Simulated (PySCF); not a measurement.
Z-matrix (Å, degrees):
```
O
C 1 1.3701
O 2 1.1886 1 125.09
B 1 1.3723 2 123.36 3 28.83
H 2 1.0969 3 125.30 1 -177.56
H 4 1.1875 1 120.16 2 9.89
H 4 1.1878 6 124.29 1 -177.70
```
Charge 0, spin multiplicity 1.

**Question.** Estimate the dipole moment, S1 oscillator strength and LUMO that TPSSh-D3(BJ)/def2-TZVP // B3LYP-D3(BJ)/def2-TZVP (PySCF) returns for this input.

**Answer.** 
The dipole moment is 1.62 D, the S1 oscillator strength comes out as 0.002 and the LUMO is -1.99 eV.
